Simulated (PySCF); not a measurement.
C2H4BFO2, SMILES CC(=O)B(O)F.

Geometry optimised at B3LYP-D3(BJ)/def2-SVP. This is a generated structure with no PubChem entry under its InChIKey; it may be hypothetical. The values are those of a single conformer.

Method: TDDFT-ωB97X/def2-SVPD in PySCF 2.14.0.

Vertical excitations. The molecule is in vacuum. State labels are in the subgroup Cs.

Computed lowest excited states:
| state | symmetry | energy (eV) | λ (nm) | f | main pairs |
|---|---|---|---|---|---|
| S1 | A" | 3.51 | 353 | 0.000 | HOMO→LUMO 97 % |
| S2 | A" | 7.24 | 171 | 0.001 | HOMO−2→LUMO 91 % |
| S3 | A' | 7.45 | 166 | 0.013 | HOMO→LUMO+1 83 % |
| S4 | A' | 7.96 | 156 | 0.048 | HOMO−1→LUMO 90 % |
| S5 | A" | 8.27 | 150 | 0.004 | HOMO→LUMO+4 55 %, HOMO−4→LUMO 14 %, HOMO→LUMO+7 11 % |
| S6 | A' | 8.56 | 145 | 0.173 | HOMO−3→LUMO 88 % |
| S7 | A" | 8.58 | 144 | 0.002 | HOMO−4→LUMO 45 %, HOMO−5→LUMO 18 %, HOMO−7→LUMO 17 %, HOMO→LUMO+4 13 % |
| S8 | A' | 8.98 | 138 | 0.049 | HOMO→LUMO+2 71 % |
| S9 | A' | 9.10 | 136 | 0.105 | HOMO→LUMO+3 73 % |
| S10 | A" | 9.30 | 133 | 0.003 | HOMO−5→LUMO 48 %, HOMO−4→LUMO 31 %, HOMO−7→LUMO 11 % |
| T1 | A" | 2.88 | 431 | 0 | HOMO→LUMO 96 % |
| T2 | A' | 5.47 | 226 | 0 | HOMO−1→LUMO 62 %, HOMO−3→LUMO 19 %, HOMO−6→LUMO 10 % |
| T3 | A" | 6.64 | 187 | 0 | HOMO−2→LUMO 82 % |
| T4 | A' | 7.31 | 170 | 0 | HOMO−3→LUMO 59 %, HOMO−1→LUMO 24 % |
Triplets are in the Tamm–Dancoff approximation, which puts them higher than full response would, so one can lie above its singlet here.
